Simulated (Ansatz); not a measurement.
Reaction (isomerisation): `[SiH3][CH]1[CH2][GeH2]1` → `[SiH3]/C=[CH]/[GeH3]`

Isolated molecules relaxed with PBE0-D4/def2-TZVP in Ansatz; ΔE leaves out vibrations. CBS: MP2 limit from def2 TZ/QZ plus the TZ coupled-cluster correction, frozen cores. DFT in def2-TZVPP. B3LYP here is the variant with VWN-RPA as its local correlation; programs differ in this. For Ge outer-core shells are correlated without core-valence functions, which leaves a few kJ/mol of doubt a bond. Scalar relativity is left out up to krypton.

`[SiH3][CH]1[CH2][GeH2]1`:

Cartesian coordinates in Å:
```
Si -0.760 1.407 -0.680
C -0.115 0.229 0.590
C 1.293 -0.359 0.447
Ge -0.094 -1.682 0.182
H -2.237 1.541 -0.573
H -0.155 2.765 -0.556
H -0.418 0.887 -2.035
H -0.416 0.446 1.613
H 1.870 -0.057 -0.422
H 1.891 -0.423 1.350
H -0.447 -2.112 -1.235
H -0.413 -2.643 1.320
```

`[SiH3]/C=[CH]/[GeH3]`:

Z-matrix (Å, degrees):
```
Si
C 1 1.863
H 1 1.487 2 108.8
H 1 1.488 2 110.7 3 120.4
H 1 1.488 2 110.7 3 -120.4
C 2 1.334 1 123.2 3 0.0
H 2 1.091 1 118.2 3 -179.9
Ge 6 1.943 2 123.6 1 -180.0
H 6 1.090 2 119.0 1 0.0
H 8 1.537 6 108.3 2 0.0
H 8 1.539 6 110.4 2 120.3
H 8 1.539 6 110.4 2 -120.2
```

(1) Is it downhill or uphill in electronic energy at CCSD(T)/CBS, and by how much? (Best estimate.)

(2) What do these levels give: PBE-D4, ωB97X-V, PBE, B3LYP, CCSD(T)/def2-SVP, HF/def2-QZVPP? (Estimate.)

Largest T1 diagnostic among the species: 0.012.

## Answers

(1) Computed: Downhill: ΔE = -20.3 kJ/mol.

(2) Ansatz gave: PBE-D4 -16.7, ωB97X-V -23.5, PBE -18.6, B3LYP -41.2, CCSD(T)/def2-SVP -36.8, HF/def2-QZVPP -65.6 kJ/mol.

At CCSD(T), def2-SVP lies −16.5 kJ/mol from the extrapolated value and def2-TZVPP −7.3 kJ/mol. The D4 term adds +3.1 kJ/mol with B3LYP and +1.5 kJ/mol with PBE0; it sums over pairs of atoms, weighted by their polarisabilities, and B3LYP, whose exchange is more repulsive, gets the larger term.
